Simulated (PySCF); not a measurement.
CH3FO2Si, SMILES O=C(O)[SiH2]F.

Geometry optimised at PBE0-D3(BJ)/def2-SVP. This is a generated structure with no PubChem entry under its InChIKey; it may be hypothetical. Other conformers were not sampled.

All values below come from PBE/def2-TZVP (PySCF).

Symmetry labels are those of the subgroup Cs that the program uses (full group Cs).

Computed valence orbital energies around the gap with their symmetry:
```json
[
 {"orbital": "HOMO−7", "symmetry": "A\"", "energy (eV)": "-11.55"},
 {"orbital": "HOMO−6", "symmetry": "A'", "energy (eV)": "-10.92"},
 {"orbital": "HOMO−5", "symmetry": "A\"", "energy (eV)": "-10.68"},
 {"orbital": "HOMO−4", "symmetry": "A'", "energy (eV)": "-10.28"},
 {"orbital": "HOMO−3", "symmetry": "A'", "energy (eV)": "-9.12"},
 {"orbital": "HOMO−2", "symmetry": "A\"", "energy (eV)": "-8.66"},
 {"orbital": "HOMO−1", "symmetry": "A\"", "energy (eV)": "-8.23"},
 {"orbital": "HOMO", "symmetry": "A'", "energy (eV)": "-6.71"},
 {"orbital": "LUMO", "symmetry": "A\"", "energy (eV)": "-2.06"},
 {"orbital": "LUMO+1", "symmetry": "A'", "energy (eV)": "-0.97"},
 {"orbital": "LUMO+2", "symmetry": "A'", "energy (eV)": "0.06"},
 {"orbital": "LUMO+3", "symmetry": "A'", "energy (eV)": "0.20"}
]
```
